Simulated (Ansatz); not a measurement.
Consider the redistribution: `BCl` + `F[SiH]1CB1[SiH3]` → `[SiH3]BCl` + `F[SiH]1BC1`.

Calculated with Ansatz (gas phase, PBE0-D4/def2-TZVP geometries, no zero-point term in ΔE). CBS: MP2 limit from def2 TZ/QZ plus the TZ coupled-cluster correction, frozen cores. This one scheme is used for every species.

`BCl`:

```xyz
4

B     0.020   -0.148    0.033
Cl   -0.209    1.529   -0.342
H     1.134   -0.563    0.088
H    -0.945   -0.818    0.221
```

`F[SiH]1CB1[SiH3]`:

Z-matrix (Å, degrees):
```
Si
C 1 2.032
B 1 1.876 2 44.3
F 1 1.595 2 126.9 3 -102.5
H 1 1.477 2 102.5 3 136.6
H 2 1.101 1 79.6 3 -140.9
H 2 1.089 1 147.7 3 110.0
Si 3 1.986 1 139.0 2 -137.9
H 8 1.490 3 112.7 1 131.1
H 8 1.489 3 111.2 1 9.4
H 8 1.490 3 109.1 1 -109.0
```

`[SiH3]BCl`:

Z-matrix (Å, degrees):
```
Si
B 1 2.016
H 1 1.486 2 113.0
H 1 1.490 2 108.8 3 121.4
H 1 1.490 2 109.0 3 -121.5
Cl 2 1.739 1 121.6 3 -0.7
H 2 1.194 1 122.6 3 179.4
```

`F[SiH]1BC1`:

```xyz
8

F     0.638    1.252   -1.719
Si   -0.421    0.362   -0.913
B    -0.024   -1.205    0.060
C     0.475   -0.041    0.837
H    -1.705    1.091   -1.053
H    -0.551   -2.207    0.416
H     0.396    0.051    1.919
H     1.192    0.698    0.453
```

| species | CCSD(T)/CBS(def2) energy (Eh) |
| --- | --- |
| `BCl` | -485.78909 |
| `F[SiH]1CB1[SiH3]` | -744.39922 |
| `[SiH3]BCl` | -776.06195 |
| `F[SiH]1BC1` | -454.11214 |

Question: Work out ΔE.

Answer: ΔE = (-776.06195) + (-454.11214) − (-485.78909) − (-744.39922) = 0.01422 Eh = +37.3 kJ/mol.

Largest T1 diagnostic among the species: 0.014.

In def2-TZVPP, CCSD(T) changes the Hartree–Fock value by +7.7 kJ/mol (the triples alone add +2.0 kJ/mol) and MP2 by +13.0 kJ/mol.
